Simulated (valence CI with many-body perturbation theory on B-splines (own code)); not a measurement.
**Energy levels of Ce XLIV**

Computed by valence CI with perturbative core correlation (CI+MBPT): five valence electrons over a frozen Dirac-Fock core [Ne], a basis of 9 s, 9 p, 8 d, 6 f, 3 g, 1 h functions for each j, with the one-electron correlation potential Σ1 (screened to all orders), the two-electron term Σ2, the three-electron term Σ3, Breit, model QED; selected single and double excitations, second order for the rest (own B-spline code, finite nucleus).

The last digits are not significant, and no measured levels were compared; by estimate large intervals hold to a few tenths of a per cent, small ones and those within an open d or f shell to about a per cent. Among the levels kept, up to 620 cm⁻¹ of a level comes from second order outside the variational space, and about a tenth of that is noise between levels of different J, which matters for small intervals.

Levels 1 to 45 of 49, with energies above the lowest level, (3s^2 3p1/2^2 3p3/2) J=3/2. "Leading %" is the weight of the configuration and term that name the level; weights of strongly mixed levels are sums over their largest components and can fall short. In the jj column 3d3/2^4 stands for four electrons in 3d with j = 3/2. Lifetimes count E1, E2, E3, M1 and M2 decay at the calculated energies, and are blank where another channel may lead or the interval is too uncertain; long ones can be off by a factor of two.

```csv
No.,Configuration,Term,J,E (eV),Leading %,Leading jj,Lifetime
1,3s²3p³,²P°,3/2,0.00,45,3s^2 3p1/2^2 3p3/2 (98 %),
2,3s²3p³,⁴S°,3/2,102.00,53,3s^2 3p1/2 3p3/2^2 (98 %),90.4 ns
3,3s²3p³,²D°,5/2,110.95,99,3s^2 3p1/2 3p3/2^2 (99 %),489 ns
4,3s²3p³,²P°,1/2,122.03,98,3s^2 3p1/2 3p3/2^2 (98 %),128 ns
5,3s²3p²3d,⁴F,3/2,167.07,36,3s^2 3p1/2^2 3d3/2 (97 %),258 ps
6,3s²3p²3d,²D,5/2,197.89,22,3s^2 3p1/2^2 3d5/2 (80 %),29.6 ps
7,3s3p⁴,⁴P,5/2,224.31,58,3s 3p1/2^2 3p3/2^2 (75 %),9.55 ps
8,3s²3p³,²P°,3/2,225.34,53,3s^2 3p3/2^3 (97 %),43.0 ns
9,3s3p⁴,²S,1/2,243.80,50,3s 3p1/2^2 3p3/2^2 (83 %),7.90 ps
10,3s3p⁴,²P,3/2,244.29,28,3s 3p1/2^2 3p3/2^2 (70 %),5.10 ps
11,3s²3p²3d,²F,5/2,268.21,47,3s^2 3p1/2 3p3/2 3d3/2 (97 %),334 ps
12,3s²3p²3d,⁴F,3/2,269.62,32,3s^2 3p1/2 3p3/2 3d3/2 (93 %),24.0 ps
13,3s²3p²3d,⁴D,1/2,270.07,78,3s^2 3p1/2 3p3/2 3d3/2 (98 %),212 ps
14,3s²3p²3d,²G,7/2,276.95,43,3s^2 3p1/2 3p3/2 3d3/2 (93 %),184 ns
15,3s²3p²3d,⁴D,7/2,294.09,47,3s^2 3p1/2 3p3/2 3d5/2 (99 %),2.90 ns
16,3s²3p²3d,²P,3/2,297.01,37,3s^2 3p1/2 3p3/2 3d5/2 (80 %),70.0 ps
17,3s²3p²3d,⁴P,5/2,297.79,30,3s^2 3p1/2 3p3/2 3d3/2 (63 %),1.74 ps
18,3s²3p²3d,²D,5/2,302.52,40,3s^2 3p1/2 3p3/2 3d5/2 (68 %),6.41 ps
19,3s²3p²3d,²G,9/2,303.56,57,3s^2 3p1/2 3p3/2 3d5/2 (98 %),6.71 μs
20,3s²3p²3d,²D,3/2,303.86,25,3s^2 3p1/2 3p3/2 3d3/2 (77 %),879 fs
21,3s²3p²3d,²P,1/2,304.15,39,3s^2 3p1/2 3p3/2 3d3/2 (86 %),1.19 ps
22,3s²3p²3d,²F,7/2,321.01,48,3s^2 3p1/2 3p3/2 3d5/2 (88 %),6.30 ps
23,3s²3p²3d,²D,5/2,322.93,38,3s^2 3p1/2 3p3/2 3d5/2 (80 %),2.89 ps
24,3s²3p²3d,²D,3/2,326.24,57,3s^2 3p1/2 3p3/2 3d5/2 (82 %),7.32 ps
25,3s²3p²3d,²P,1/2,327.96,45,3s^2 3p1/2 3p3/2 3d5/2 (82 %),5.03 ps
26,3s3p⁴,⁴P,3/2,339.83,44,3s 3p1/2 3p3/2^3 (63 %),3.47 ps
27,3s3p⁴,²D,5/2,349.76,60,3s 3p1/2 3p3/2^3 (71 %),3.52 ps
28,3s3p⁴,²P,1/2,365.25,39,3s 3p1/2 3p3/2^3 (64 %),1.85 ps
29,3s3p⁴,²P,3/2,365.73,45,3s 3p1/2 3p3/2^3 (73 %),1.73 ps
30,3s3p³3d,⁴D°,5/2,384.05,28,3s 3p1/2^2 3p3/2 3d3/2 (90 %),56.0 ps
31,3s3p³3d,⁶D°,3/2,385.65,33,3s 3p1/2^2 3p3/2 3d3/2 (91 %),36.1 ps
32,3s3p³3d,⁶D°,1/2,386.54,41,3s 3p1/2^2 3p3/2 3d3/2 (91 %),63.8 ps
33,3s3p³3d,⁶D°,7/2,389.73,28,3s 3p1/2^2 3p3/2 3d3/2 (79 %),71.9 ps
34,3s3p³3d,⁴F°,3/2,403.04,28,3s 3p1/2^2 3p3/2 3d3/2 (71 %),8.39 ps
35,3s²3p²3d,²D,5/2,403.10,32,3s^2 3p3/2^2 3d3/2 (81 %),1.40 ps
36,3s²3p²3d,²F,7/2,403.99,46,3s^2 3p3/2^2 3d3/2 (70 %),2.34 ps
37,3s²3p²3d,²D,3/2,404.45,25,3s^2 3p3/2^2 3d3/2 (77 %),1.07 ps
38,3s²3p²3d,²P,1/2,404.63,35,3s^2 3p3/2^2 3d3/2 (74 %),1.10 ps
39,3s²3p²3d,²F,7/2,408.89,60,3s^2 3p3/2^2 3d5/2 (75 %),7.87 ps
40,3s²3p²3d,⁴F,9/2,410.14,56,3s^2 3p3/2^2 3d5/2 (98 %),78.0 ns
41,3s3p³3d,⁴F°,9/2,410.36,42,3s 3p1/2^2 3p3/2 3d5/2 (94 %),63.5 ps
42,3s²3p²3d,²P,1/2,412.74,38,3s^2 3p3/2^2 3d5/2 (81 %),25.9 ps
43,3s3p³3d,⁴G°,5/2,415.52,28,3s 3p1/2^2 3p3/2 3d3/2 (82 %),4.14 ps
44,3s3p³3d,⁴D°,1/2,418.43,47,3s 3p1/2^2 3p3/2 3d3/2 (85 %),3.68 ps
45,3s²3p²3d,²D,3/2,419.24,64,3s^2 3p3/2^2 3d3/2 (84 %),1.51 ps
```

The ionisation energy to 3s²3p² ³P0 of the next ion comes out as 3368 eV (NIST: 3366 ± 4 eV (theoretical)). All 49 levels together are meant to be complete up to 438.52 eV.
